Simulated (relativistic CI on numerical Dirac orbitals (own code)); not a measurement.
**How well does a small relativistic CI reproduce Cd II?**

Calculated at this level of theory: Dirac-Coulomb-Breit CI, orbitals from a KLI potential per configuration, model QED (radiative potential, 1s self-energy scaled to tabulated hydrogen-like ionisation energies), valence Slater integrals scaled by 0.85, P86 correlation energy added to each configuration (own radial code, finite nucleus).

Configuration list (outside the closed core [Kr]): 4d¹⁰5s, 4d¹⁰5p, 4d⁹5s², 4d¹⁰6s, 4d¹⁰5d, 4d¹⁰6p, 4d¹⁰7s, 4d¹⁰6d, 4d¹⁰7p, 4d¹⁰4f, 4d¹⁰8s, 4d¹⁰5g, 4d¹⁰5f, 4d¹⁰7d, 4d¹⁰8p, 4d⁹5s4f. Levels of other configurations are missing.

```csv
Configuration,Term (tabulated),J,Measured (cm⁻¹),Computed,Error,Purity (%)
4d¹⁰5s,2S,1/2,0.0,0,0,100
4d¹⁰5p,2P°,1/2,44136.1,41625,-2511,100
4d¹⁰5p,2P°,3/2,46618.6,43689,-2929,100
4d⁹5s²,2D,5/2,69258.9,74073,4815,99
4d⁹5s²,2D,3/2,74893.7,79358,4464,93
4d¹⁰6s,2S,1/2,82990.7,76641,-6350,100
4d¹⁰5d,2D †,3/2,89689.2,82750,-6939,93
4d¹⁰5d,2D †,5/2,89843.8,82719,-7125,99
```

Measured levels from NIST Handbook of Basic Atomic Spectroscopic Data (Sansonetti and Martin, J. Phys. Chem. Ref. Data 34, 1559 (2005)); pairs were made by configuration, J and term (by order where the table uses no LS term), so strongly mixed levels may be paired wrongly.

Mean error by configuration (cm⁻¹): 4d¹⁰5p -2720; 4d⁹5s² 4639; 4d¹⁰6s -6350. Over the excited levels the mean absolute error is 4214 cm⁻¹ (7 of the 7 excited levels that our extract of the source holds in range could be paired), and the median relative error of those above 1,000 cm⁻¹ is 6.3 %. † marks terms whose computed intervals miss the measured ones by more than a factor of 2.5, or configurations far off the rest, from wrong mixing, a near crossing or a doubtful label or measurement; they are left out of the means.

Transition probabilities of persistent lines. The last column rescales the computed rate by the cube of measured over computed energy:

```
λ measured (Å)          Lower          Upper  A tabulated (s⁻¹)  A computed  A rescaled
   2144.41 air   4d¹⁰5s ²S1/2  4d¹⁰5p ²P°3/2           2.80e+08    4.70e+08    5.71e+08
   2265.02 air   4d¹⁰5s ²S1/2  4d¹⁰5p ²P°1/2           3.00e+08    4.07e+08    4.85e+08
   2572.93 air  4d¹⁰5p ²P°1/2   4d¹⁰6s ²S1/2           1.70e+08    1.35e+08    1.85e+08
   2748.55 air  4d¹⁰5p ²P°3/2   4d¹⁰6s ²S1/2           2.80e+08    2.60e+08    3.49e+08
```
